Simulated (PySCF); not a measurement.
C₅H₄F₂O, SMILES C=C=CO/C(F)=C\F.

Geometry optimised at B3LYP-D3(BJ)/def2-SVP. The structure was generated by enumeration; whether it is a known compound was not checked. The values are those of a single conformer.

Computed with PBE/def2-TZVP (PySCF).

Isolated molecule, no solvent.

```yaml
total_energy: -467.41043 hartree
highest_occupied_level: -5.78 eV
lowest_empty_level: -1.69 eV
orbital_gap: 4.09 eV
dipole_moment: 1.39 D
quadrupole, principal values (traceless, Buckingham form, about the centre of nuclear charge): -6.96, 1.99, 4.97 D·Å
```
